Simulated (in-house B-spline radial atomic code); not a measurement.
Successive ionisation energies of strontium; each step leads to the configuration of the next row (after the last: bare). Dirac energy differences include first-order Breit, QED and recoil terms. NIST's values go from ground level to ground level; the uncertainty of those that are theory runs from under 0.1 % in few-electron ions to several per cent in heavy many-electron ones. Computed with a radial B-spline atomic code at the basis-set limit: Dirac-Hartree-Fock, jj configuration that fills j = l - 1/2 first, finite nuclei.

A number in brackets counts the electrons of a j subshell.

| ion | configuration | ionisation energy (eV) | tabulated value (eV) | tabulated kind | computed minus tabulated (eV) | highest orbital | largest mean radius (bohr) |
| --- | --- | --- | --- | --- | --- | --- | --- |
| Sr30+ | [He] 2s2 2p1/2(2) 2p3/2(2) | 3659.4 | 3664 | semi-empirical | -5 | 2p3/2 | 0.1655 |
| Sr31+ | [He] 2s2 2p1/2(2) 2p3/2(1) | 3823.4 | 3830 | semi-empirical | -7 | 2p3/2 | 0.16413 |
| Sr32+ | [He] 2s2 2p1/2(2) | 4056.6 | 4053 | semi-empirical | 4 | 2p1/2 | 0.16277 |
| Sr33+ | [He] 2s2 2p1/2(1) | ? | ? | semi-empirical | ? | ? | ? |
| Sr34+ | [He] 2s2 | 4457.8 | 4465 | semi-empirical | -7 | 2s1/2 | 0.16004 |
| Sr35+ | [He] 2s1 | ? | ? | tabulated theory | ? | ? | ? |
| Sr36+ | 1s2 | 19343.6 | 19345.59 | tabulated theory | -2 | 1s1/2 | 0.03884 |
| Sr37+ | 1s1 | 20025.2 | 20025.27 | tabulated theory | 0 | 1s1/2 | 0.038442 |

Question: Fill in the row of Sr33+.

Answer: ionisation energy (eV): 4236.8; tabulated value (eV): 4232; computed minus tabulated (eV): 5; highest orbital: 2p1/2; largest mean radius (bohr): 0.1614.

Question: Fill in the row of Sr35+.

Answer: ionisation energy (eV): 4612.2; tabulated value (eV): 4612.397; computed minus tabulated (eV): 0; highest orbital: 2s1/2; largest mean radius (bohr): 0.1588.

Question: Where is the largest jump?

Answer: From Sr35+ to Sr36+, by a factor of 4.19 (4612.2 to 19344 eV); the highest orbital goes from 2s1/2 to 1s1/2.

Question: How far is this level of theory from the measured and semi-empirical values?

Answer: Over those 5 rows the differences run from -7.15 to +4.8 eV (mean absolute value 5.4 eV). The calculation leaves out correlation and, in open shells, the multiplet splittings that an average leaves out.
